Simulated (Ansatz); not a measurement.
Computed with Ansatz on PBE0-D4/def2-TZVP structures; ΔE is electronic, products minus reactants. CBS: MP2 limit from def2 TZ/QZ plus the TZ coupled-cluster correction, frozen cores. This one scheme is used for every species. Functionals use def2-TZVPP. B3LYP here is the variant with VWN-RPA as its local correlation; programs differ in this. One conformer a species, not always the lowest.

Reaction (formal exchange of groups at a B–S bond): `CB([SiH3])BS` + CH₄ → `CBB(C)[SiH3]` + H₂S

Question: Is it downhill or uphill in electronic energy at CCSD(T)/CBS, and by how much? (Best estimate.)

Answer: The calculation gave: Uphill: ΔE = +100.9 kJ/mol.

Question: What do these levels give: PBE-D4, PBE0-D4, B3LYP-D4, ωB97X-V, PBE, HF/def2-TZVPP, MP2/def2-TZVPP, CCSD(T)/def2-TZVPP, HF/def2-QZVPP, SCS-MP2/def2-QZVPP, MP2/CBS(def2), CCSD/CBS(def2)? (An estimate is asked.)

Answer: The calculation gave: PBE-D4 102.6, PBE0-D4 101.2, B3LYP-D4 100.9, ωB97X-V 98.0, PBE 101.2, HF/def2-TZVPP 95.3, MP2/def2-TZVPP 106.2, CCSD(T)/def2-TZVPP 101.8, HF/def2-QZVPP 94.2, SCS-MP2/def2-QZVPP 102.5, MP2/CBS(def2) 105.4, CCSD/CBS(def2) 97.7 kJ/mol.

Largest T1 diagnostic among the species: 0.014.

In def2-TZVPP, CCSD(T) changes the Hartree–Fock value by +6.4 kJ/mol (the triples alone add +3.2 kJ/mol) and MP2 by +10.9 kJ/mol.
